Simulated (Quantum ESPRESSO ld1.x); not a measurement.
Species: S12+. Configuration: [He] 2s2. All-electron calculation, non-relativistic Kohn-Sham, PW91, spin-unpolarised, spherical densities, point nucleus. Program: ld1.x of Quantum ESPRESSO 7.5.

Radial electron density D(r) = 4 pi r^2 rho(r):

r (bohr)  D(r) (e/bohr)
0.003137         0.3077
0.003453         0.3691
0.003801         0.4422
0.004184         0.5293
0.004605         0.6327
0.00511          0.7665
0.005625         0.9135
0.006191          1.087
0.006815          1.291
0.007502          1.530
0.008258          1.809
0.00909           2.135
0.01001           2.511
0.01101           2.946
0.01222           3.489
0.01345           4.064
0.01481           4.714
0.0163            5.445
0.01794           6.258
0.01975           7.155
0.02174           8.132
0.02393           9.183
0.02634           10.30
0.02923           11.55
0.03217           12.73
0.03542           13.90
0.03898           15.01
0.04291           16.02
0.04724           16.88
0.052             17.54
0.05724           17.93
0.063             18.03
0.06991           17.74
0.07695           17.09
0.0847            16.09
0.09324           14.77
0.1026            13.18
0.113             11.44
0.1244            9.643
0.1369            7.930
0.1507            6.424
0.1672            5.150
0.184             4.378
0.2026            4.013
0.223             4.020
0.2455            4.308
0.2702            4.747
0.2974            5.186
0.3274            5.482
0.3604            5.529
0.3999            5.241
0.4402            4.680
0.4845            3.912
0.5333            3.048
0.5871            2.203
0.6462            1.469
0.7114           0.8990
0.783            0.5016
0.8619           0.2530
0.9564           0.1061
1.053           0.04160
1.159           0.01420
1.276          0.004178
1.404          0.001045

D(r) has 2 maxima, at r = 0.0615, 0.349 bohr, and minima at 0.213 bohr, inside which lie 2.07 electrons.
